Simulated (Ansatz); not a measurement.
Geometry optimisation, DFT PBE-D3(BJ), scalar-relativistic, plane waves, PAW in Ansatz 0.2.0.

Input:

```yaml
accuracy: low
crystal:
  lattice:
    - [5.48148, 0.0, 0.0]
    - [0.0, 5.48148, 0.0]
    - [0.0, 0.0, 5.48148]
  atoms:
    - { symbol: O, position: [0.1299838, 1.0073614, 0.0833197] }
    - { symbol: H, position: [0.1740555, 0.863406, -0.0091822] }
    - { symbol: H, position: [0.0851549, 0.944084, 0.2420912] }
    - { symbol: O, position: [0.9144819, 0.2968148, 0.5413328] }
    - { symbol: H, position: [0.8643848, 0.276974, 0.7096144] }
    - { symbol: H, position: [0.768498, 0.3538092, 0.459709] }
    - { symbol: O, position: [0.3975731, 0.6807281, 0.2959691] }
    - { symbol: H, position: [0.4289474, 0.8042222, 0.1735479] }
    - { symbol: H, position: [0.4388155, 0.5290584, 0.2152385] }
    - { symbol: O, position: [0.5811625, 0.8085392, 0.6915602] }
    - { symbol: H, position: [0.7165387, 0.7254226, 0.6141844] }
    - { symbol: H, position: [0.5622579, 0.9566234, 0.5970311] }
    - { symbol: O, position: [0.4029315, 0.2543581, 0.0611741] }
    - { symbol: C, position: [0.4360217, 0.1325923, 0.2727818] }
    - { symbol: O, position: [0.3106457, 0.1553105, 0.4535787] }
    - { symbol: H, position: [0.2609785, 0.3600818, 0.0866717] }
    - { symbol: H, position: [0.5934546, 0.010518, 0.2553041] }
basis:
  ecutwfc: 420.0
kpoints:
  mp_grid: { grid: [1, 1, 1] }
hamiltonian:
  xc: pbe
  dispersion: d3bj
scf:
  occupations: { method: fermi_dirac, width: 0.02 }
  lower_state_search: "off"
relax:
  f_tol: 0.3
  max_steps: 15
  adjacent_minimum: "off"
```

Run as:

```bash
$ ansatz run input.yaml --threads 1 --pin off --max-ram 3072MiB --backend cpu --events-out ev --progress --plain --runs-dir out
```

Q: Where does it end, and by what steps?

A: It converged. The threshold is loose, so the end isn't yet a minimum. Limits of this set-up: coarse k mesh, low accuracy level. After 12 steps the energy has fallen by 4.834 eV; H2 moved furthest, 1.63 Å.

```json
{"step": "0", "energy less start (eV)": "0.0000", "largest force component (eV/Å)": "3.949", "accepted": "yes"}
{"step": "1", "energy less start (eV)": "-1.7127", "largest force component (eV/Å)": "1.375", "accepted": "yes"}
{"step": "2", "energy less start (eV)": "-2.3409", "largest force component (eV/Å)": "2.167", "accepted": "yes"}
{"step": "3", "energy less start (eV)": "-2.7688", "largest force component (eV/Å)": "1.836", "accepted": "yes"}
{"step": "4", "energy less start (eV)": "-3.1785", "largest force component (eV/Å)": "1.239", "accepted": "yes"}
{"step": "5", "energy less start (eV)": "-3.5418", "largest force component (eV/Å)": "1.058", "accepted": "yes"}
{"step": "6", "energy less start (eV)": "-3.7834", "largest force component (eV/Å)": "1.068", "accepted": "yes"}
{"step": "7", "energy less start (eV)": "-4.0289", "largest force component (eV/Å)": "0.829", "accepted": "yes"}
{"step": "8", "energy less start (eV)": "-4.2688", "largest force component (eV/Å)": "0.985", "accepted": "yes"}
{"step": "9", "energy less start (eV)": "-4.4731", "largest force component (eV/Å)": "0.744", "accepted": "yes"}
{"step": "10", "energy less start (eV)": "-4.6442", "largest force component (eV/Å)": "0.695", "accepted": "yes"}
{"step": "11", "energy less start (eV)": "-4.7525", "largest force component (eV/Å)": "0.323", "accepted": "yes"}
{"step": "12", "energy less start (eV)": "-4.8340", "largest force component (eV/Å)": "0.197", "accepted": "yes"}
```

```xyz
17
Lattice="5.4815 0.0000 0.0000 0.0000 5.4815 0.0000 0.0000 0.0000 5.4815" Properties=species:S:1:pos:R:3
O 0.186 5.746 0.091
H -0.508 5.311 -0.484
H 0.578 4.957 0.583
O 4.750 2.201 3.557
H 5.324 1.797 4.234
H 3.990 1.585 3.520
O 1.591 3.830 1.010
H 2.279 3.890 0.299
H 1.416 2.882 1.112
O 3.537 4.442 4.441
H 3.964 3.616 4.080
H 3.124 4.900 3.671
O 2.525 1.381 0.235
C 3.115 1.007 1.364
O 2.546 0.545 2.347
H 1.581 0.984 0.131
H 4.217 1.134 1.296
```

Whether the end is a true minimum wasn't checked by a vibrational analysis.

Run time: 7.6 s on 1 thread of Intel(R) Xeon(R) 6975P-C (Granite Rapids), on a shared host, peak memory 0.35 GiB.
